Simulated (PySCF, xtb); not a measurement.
Cl3Ge, SMILES [Cl][Ge]([Cl])[Cl] (connectivity only; charge and spin as stated), charge +1, multiplicity 1.

GFN2-xTB in xtb at its own geometry gives an orbital gap of 3.90 eV.

The structure is a stationary point at B3LYP-D3(BJ)/def2-SVP. The multiplicity is an assumed one; other spin states were not compared. The isomer is the one that the SMILES or the coordinates give; other isomers of the formula were not compared.

Problem. What does M06-2X/def2-TZVPD (PySCF) give? (An estimate is asked for; the answer gives what the named calculation found.)

Solution. gap 8.88 eV (levels -16.76 and -7.89 eV).
